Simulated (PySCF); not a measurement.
Level of theory: PBE-D3(BJ)/def2-TZVP // r2SCAN-D4/def2-TZVP run with PySCF 2.14.0. Isolated molecules, 0 K electronic values unless said otherwise. One relaxed conformer stands for a flexible species; it need not be the lowest. Delta-SCF ions had no search for a lower state. 

Reference species (SMILES): `BBOB` (neutral, multiplicity 1).

| Property | Result |
|---|---|
| HOMO | -6.75 eV |
| vertical ionisation energy (Delta-SCF) | 9.95 eV |

Changed species: `BB(B)O`.

**Question.** Predict the effect on the HOMO and vertical ionisation energy (Delta-SCF).

**Answer.** the HOMO rises by 0.70 eV, to -6.05 eV; the vertical ionisation energy (Delta-SCF) drops by 0.64 eV, to 9.31 eV.
